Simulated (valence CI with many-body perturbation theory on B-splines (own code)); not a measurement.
The numbers below are computed, except where a source is named.
# A CI+MBPT run for Te¹³⁺

Level of theory: valence CI with perturbative core correlation (CI+MBPT): three valence electrons over a frozen Dirac-Fock core [Kr], radial functions for each j: 6 s, 6 p, 5 d, 5 f, 1 g, with the one-electron correlation potential Σ1 (screened to all orders), the two-electron term Σ2, the three-electron term Σ3, Breit, model QED; selected single and double excitations, second order for the rest, scaled by the run's own slope (own B-spline code, finite nucleus).

Command, and the settings that its task file holds:

```sh
python run_cv.py task.json out
```

```
atom Te  Z=52  mass_number=130  rms_radius_fm=4.7423
core [Kr]
valence 4d3
avg = 1
basis = S
breit = 1
cap = 10000
capref = 1200
cscale = 0.9
de = 0.0
dress = 0
eps = 2e-08
extrap = 1
h = 0.27
hh = 1
l2 = 3
lcore = 6
maxit = 60
n2 = 5
natural = 1
nlev = 21
nno = [3, 3, 3, 3, 1]
nroot = 26
nsp = [3, 3, 2, 2, 0]
pt2 = 1
qed = 1
rpa = 1
s1 = 1
s2 = 1
s3 = 1
screen = 1
tol = 2e-05
whole = 1
```

It took 63 s on 1 thread of Arm Neoverse N1 (shared host).

Log. The first blocks belong to the next ion, which gives the ionisation energy. Fields: 2J, parity (1 odd), roots, reference size, generating configurations, candidates as configurations/state functions, variational space P, stored matrix elements, Davidson steps; e2 is the range of second-order energies in hartree. The first line gives the box (bohr), its intervals, the orbitals and the steps of their self-consistent field. Window is the range of levels sought, series limit the energy at which the first omitted orbital would enter, core excitation an estimate of the first excitation out of the core, left out the lowest levels not solved, and shifts from estimates the range by which levels moved from their first estimate, all in cm⁻¹.

```
rmax 10.7 intervals 62 orbitals 40 references ['4d3', '4d2 5s', '4d2 4f', '4d2 5p'] scf 5 t 2.7
2J=4 par=0 roots 2 ref 42 generators 4 cand 270/270 P 312/312 nnz 0 it 0
2J=4 par=0 roots 2 ref 42 generators 9 cand 17/17 P 329/329 nnz 0 it 0
   second order: generators 14 cand 6/6 e2 -0.00000 -0.00000
2J=6 par=0 roots 2 ref 32 generators 4 cand 233/233 P 265/265 nnz 0 it 0
2J=6 par=0 roots 2 ref 32 generators 12 cand 11/11 P 276/276 nnz 0 it 0
   second order: generators 17 cand 6/6 e2 -0.00000 -0.00000
2J=0 par=0 roots 2 ref 17 generators 4 cand 104/104 P 121/121 nnz 0 it 0
2J=0 par=0 roots 2 ref 17 generators 7 cand 3/3 P 124/124 nnz 0 it 0
   second order: generators 14 cand 1/1 e2 -0.00000 -0.00000
reference levels 471, estimated 19, window 110806 1/cm; series limit 1543854, core excitation 592192
2J=3 par=0 roots 5 ref 42 generators 9 cand 137/359 P 765/1880 nnz 0 it 4
2J=3 par=0 roots 5 ref 42 generators 10 cand 191/571 P 956/2451 nnz 0 it 5
   second order: generators 21 cand 1803/4042 e2 -0.00001 -0.00000
2J=5 par=0 roots 5 ref 48 generators 6 cand 115/357 P 747/2134 nnz 0 it 4
2J=5 par=0 roots 5 ref 48 generators 9 cand 212/759 P 959/2893 nnz 1.7e+06 it 7
   second order: generators 20 cand 2239/5850 e2 -0.00001 -0.00000
2J=7 par=0 roots 3 ref 41 generators 3 cand 87/208 P 647/1789 nnz 0 it 4
2J=7 par=0 roots 3 ref 41 generators 7 cand 185/706 P 832/2495 nnz 0 it 5
   second order: generators 11 cand 1288/3588 e2 -0.00001 -0.00000
2J=9 par=0 roots 3 ref 33 generators 4 cand 72/152 P 594/1449 nnz 0 it 4
2J=9 par=0 roots 3 ref 33 generators 8 cand 127/436 P 721/1885 nnz 0 it 5
   second order: generators 14 cand 1540/4204 e2 -0.00001 -0.00000
2J=1 par=0 roots 2 ref 24 generators 4 cand 121/196 P 648/1029 nnz 0 it 0
2J=1 par=0 roots 2 ref 24 generators 6 cand 186/328 P 834/1357 nnz 0 it 4
   second order: generators 11 cand 817/1227 e2 -0.00001 -0.00000
2J=11 par=0 roots 1 ref 19 generators 1 cand 21/36 P 418/884 nnz 0 it 0
2J=11 par=0 roots 1 ref 19 generators 5 cand 109/347 P 527/1231 nnz 0 it 0
   second order: generators 9 cand 1147/2779 e2 -0.00001 -0.00001
left out: unestimated 694344, estimated none, shifts from estimates -17 to 3
operators 5.4
```

The Davidson iterations converged. The settings are bad on purpose, so the numbers may not be properties of the ion.

No measured spectrum was set against this ion. As an estimate, terms of the open shell hold to 2 to 4 % of their energy, and close levels can change places. Only levels of the ground parity were solved; by the run's estimate the other parity begins above the list, which can be wrong where configurations are misplaced.

```yaml
Valence_energy: -36.17436 hartree
Ionisation_energy: 299.79 eV
Reference_configurations_for_the_orbitals: 4d3, 4d2 5s, 4d2 4f, 4d2 5p
Radial_orbitals: 40
Box_radius: 10.67 bohr
Largest_variational_space: 2893
Lowest_levels: 4d3 4F_3/2 0.0, 4d3 4F_5/2 10844, 4d3 4F_7/2 19707, 4d3 4F_9/2 25644, 4d3 4P_3/2 26893, 4d3 4P_1/2 30713, 4d3 2G_7/2 40939, 4d3 2H_9/2 42322, 4d3 4P_5/2 44061, 4d3 2D_3/2 [a] 50484, 4d3 2P_1/2 53750, 4d3 2H_11/2 56821, 4d3 2D_5/2 [a] 62220, 4d3 2G_9/2 65508 cm⁻¹
```

Names give the largest LS component (configuration and term), which can be under half, so a name can repeat, a term be missing and a line seem to break the LS rules; names also repeat where a configuration has a term twice. Letters in brackets count levels of one name in rising energy.
